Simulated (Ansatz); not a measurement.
Consider the atomization: `[NH2][GaH][NH][SnH3]` → Ga• + 7 H• + 2 N• + Sn•.

Isolated molecules relaxed with PBE0-D4/def2-TZVP in Ansatz; ΔE leaves out vibrations. CCSD(T)/CBS is the MP2 limit (def2-TZVPP, def2-QZVPP) plus CCSD(T) − MP2 in def2-TZVPP, frozen cores. This one scheme is used for every species, atoms too. For atomizations the MP2-based limit and the directly extrapolated one differ by several kJ/mol either way, and by 10 to 25 for some Ge, Se and Sn compounds, so smaller differences from it don't rank the levels. Functionals use def2-TZVPP. Open shells (•) are unrestricted, without spin–orbit coupling. Spin–orbit coupling would lower the free atoms: clearly for Ga; strongly for Sn. Elements past krypton have def2 core potentials. Bonds to Ga, Sn are less sure, by a few kJ/mol each and by 10 to 20 or more in all where they break to atoms, as the def2 sets lack core-valence functions. Scalar relativity is left out up to krypton. One conformer a species, not always the lowest.

```tsv
level	ΔE (eV)	difference from CCSD(T)/CBS
PBE-D4	32.04	-0.24
B2PLYP	31.45	-0.83
revPBE	30.52	-1.76
r2SCAN	31.62	-0.66
HF/def2-SVP	20.85	-11.43
HF/def2-TZVPP	21.11	-11.17
MP2/def2-TZVPP	31.18	-1.10
HF/def2-QZVPP	21.21	-11.07
SCS-MP2/def2-QZVPP	32.21	-0.07
MP2/CBS(def2)	32.17	-0.11
CCSD(T)/CBS	32.28	0
```

Largest T1 diagnostic among the species: 0.014.

From PBE to PBE0 (25 % exact exchange), in def2-TZVPP and without D4, ΔE moves by −0.51 eV: exact exchange takes away binding that semilocal exchange gives to molecules. The D4 term adds +0.42 eV with B3LYP and +0.22 eV with PBE0; it sums over pairs of atoms, weighted by their polarisabilities, and B3LYP, whose exchange is more repulsive, gets the larger term. In def2-TZVPP, CCSD(T) changes the Hartree–Fock value by +10.17 eV (the triples alone add +0.52 eV) and MP2 by +10.06 eV; breaking electron pairs costs correlation energy, which Hartree–Fock lacks.

B3LYP here is the variant with VWN-RPA as its local correlation; programs differ in this.
